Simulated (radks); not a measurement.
The numbers below are computed, except where a source is named.
All-electron atom: the sulfur ion S0.25+ in [Ne] 3s2 3p3.75 (fractional occupations, a model configuration). Code: a radial shooting solver on a logarithmic mesh with Libxc functionals. Model: non-relativistic Kohn-Sham, r2SCAN, spin-unpolarised, spherical densities, point nucleus; meta-GGA in the generalised Kohn-Sham scheme.

Unscreened Slater integrals over Kohn-Sham orbitals (eV).

\begin{tabular}{lr}
integral & value \\ \hline
F0(3p,3p) & 12.255 \\
F2(3p,3p) & 6.1158 \\
F0(3p,3s) & 13.233 \\
G1(3p,3s) & 8.6596 \\
F0(3p,2p) & 16.847 \\
F2(3p,2p) & 2.5813 \\
G0(3p,2p) & 1.0019 \\
G2(3p,2p) & 0.98955 \\
F0(3p,2s) & 16.684 \\
G1(3p,2s) & 0.76782 \\
F0(3s,3s) & 14.470 \\
F0(3s,2p) & 19.311 \\
G1(3s,2p) & 1.3175 \\
F0(3s,2s) & 19.161 \\
G0(3s,2s) & 1.0564 \\
F0(2p,2p) & 56.448 \\
F2(2p,2p) & 26.148 \\
F0(2p,2s) & 53.454 \\
G1(2p,2s) & 31.686 \\
F0(2s,2s) & 51.480 \\
\end{tabular}

Derived for the open shells (J is the average intra-shell exchange parameter used in DFT+U). 3p: J = F2/5 = 1.223 eV.
